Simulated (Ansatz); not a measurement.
`C[NH][AlH][OH]` + `N[SiH3]` → `[OH][AlH][NH][SiH3]` + CH₃NH₂  (ligand exchange at the Al–N bond)

Computed with Ansatz on PBE0-D4/def2-TZVP structures; ΔE is electronic, products minus reactants. CCSD(T)/CBS adds triple-zeta CCSD(T) − MP2 to the extrapolated MP2 energy (def2 sets, frozen cores). This one scheme is used for every species. DFT in def2-TZVPP. Each species was taken in one conformer, which may not be the lowest.

Task: Is it downhill or uphill in electronic energy at CCSD(T)/CBS, and by how much? (Best estimate.)

Result: The calculation gave: Downhill: ΔE = -0.14 eV.

Task: What do these levels give: LDA (SPW92), PBE-D4, revPBE-D4, r2SCANh-D4, BLYP, BHLYP, CAM-B3LYP, CCSD/def2-SVP, CCSD(T)/def2-SVP, HF/def2-QZVPP, SCS-MP2/def2-QZVPP, CCSD/CBS(def2)? (An estimate is asked.)

Result: Computed: LDA (SPW92) -0.08, PBE-D4 -0.12, revPBE-D4 -0.13, r2SCANh-D4 -0.14, BLYP -0.10, BHLYP -0.13, CAM-B3LYP -0.11, CCSD/def2-SVP -0.17, CCSD(T)/def2-SVP -0.17, HF/def2-QZVPP -0.16, SCS-MP2/def2-QZVPP -0.14, CCSD/CBS(def2) -0.14 eV.

Largest T1 diagnostic among the species: 0.012.

Leaving LDA and LC-ωPBE aside and taking each functional with its dispersion term where it has one, the values, not all of them listed here, spread over 0.04 eV, from BHLYP-D4 to BLYP-D4.
